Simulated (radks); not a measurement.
Dipole-allowed excitations along the series with 28 electrons in [Ar] 3d10. All-electron calculation, scalar-relativistic Kohn-Sham, LB94 model potential, spin-unpolarised, spherical densities, finite nucleus; Fermi nuclear charge, rms radius of each element as measured or else 0.836 A^(1/3) + 0.57 fm. Program: a radial shooting solver on a logarithmic mesh with Libxc functionals. Time-dependent linear response with the Hartree and adiabatic LDA kernel, continuum included through the Sternheimer equations, no spin-orbit coupling, so fine structure and intercombination lines are absent. Lines are the poles of the dipole polarisability below minus the highest occupied eigenvalue, found on a grid refined at the orbital gaps; the lowest seven at most are given, and weak or close lines can be missed. The first line takes the name of the lowest orbital gap if no other gap lies below it; otherwise a line is named after a gap within 0.6 % of it, if that gap stands alone.

species  -e(HOMO) (eV)  lowest orbital gap (eV)  first line (eV)      f  strongest line (eV)  its f  static alpha (bohr^3)
Cu+             21.667              3d-4p 9.725   10.314 (3d-4p)  0.431            the first  0.431                  5.923
Zn2+            40.714             3d-4p 17.960   18.691 (3d-4p)  0.519            the first  0.519                  2.564
Ga3+            63.762             3d-4p 27.990   28.842 (3d-4p)  0.564            the first  0.564                  1.375
Ge4+            90.496             3d-4p 39.655   40.626 (3d-4p)  0.585       69.181 (3d-4f)  0.628                 0.8372
Se6+            154.35             3d-4p 67.534   68.748 (3d-4p)  0.589  111.85 (unassigned)   1.22                 0.3882

Estimate the first line of As5+, its oscillator strength and the static polarisability.

Answer. 53.949 eV (3d-4p), f = 0.591, alpha = 0.5537 bohr^3.
